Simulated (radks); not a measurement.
Spherical quantum dot in the effective-mass picture: electrons in a parabolic well V = omega^2 r^2 / 2 with omega = 2.69, with a point charge +1 (a donor) at the centre, all in effective atomic units (hartree* = m*/eps^2 hartree, bohr* = eps/m* bohr), one dielectric constant everywhere. Method: non-relativistic Kohn-Sham, PBEsol, spin-polarised, spherical densities; computed with a radial shooting solver with Libxc functionals. Levels are named by radial order and angular momentum (1s, 1p, 1d, 2s, ...), and open shells are averaged over m.

N = 22, configuration 1s2 1p6 1d10 2s2 1f(up 2, down 0). This is the lowest configuration that the search found. Occupied and some empty levels:

level,occupation,eigenvalue (hartree*),<r> (bohr*)
1s up,1,20.005,0.8136
1s down,1,20.021,0.8090
1p up,3,21.883,1.136
1p down,3,21.920,1.132
2s up,1,23.451,1.169
2s down,1,23.491,1.170
1d up,5,23.644,1.332
1d down,5,23.694,1.330
1f up,2,25.491,1.483
1f down,0,25.547,1.482
2p up,0,25.731,1.331
2p down,0,25.769,1.333
1g up,0,27.437,1.610
1g down,0,27.496,1.610
2d up,0,27.855,1.484
2d down,0,27.892,1.486

Energy (hartree*): total 335.540, kinetic 64.857, external 112.10, Hartree 175.85, exchange-correlation -17.273.
